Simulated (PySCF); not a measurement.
BH5OSn, SMILES B[O][SnH3]. Heavy atoms are numbered as in [O:1]([SnH3:2])[BH2:6]. Hydrogens are named by the atom that carries them.

Geometry optimised at B3LYP-D3(BJ)/def2-SVP. The def2 effective core potentials stand for the cores of Sn; spin–orbit coupling is left out.

All values below come from PySCF with PBE/def2-TZVPD.

Mulliken values depend strongly on the basis, most of all with diffuse functions as here. ESP charges are fitted to the potential on shells at 1.4 to 2.0 van der Waals radii. Atomic charges (e), one atom of each kind:

| atom | Mulliken | ESP fit |
|---|---|---|
| O1 | -0.56 | ? |
| Sn2 (SnH3) | 0.57 | 0.49 |
| H on Sn2 | -0.04 | ? |
| B6 (BH2) | 0.18 | ? |
| H on B6 | -0.04 | -0.15 |

**Question.** Some entries are withheld; supply them. (Estimate from the structure and the level; the computed values follow.)

**Answer.** 
- O1, ESP fit: -0.40
- H on Sn2, ESP fit: -0.06
- B6 (BH2), ESP fit: 0.39
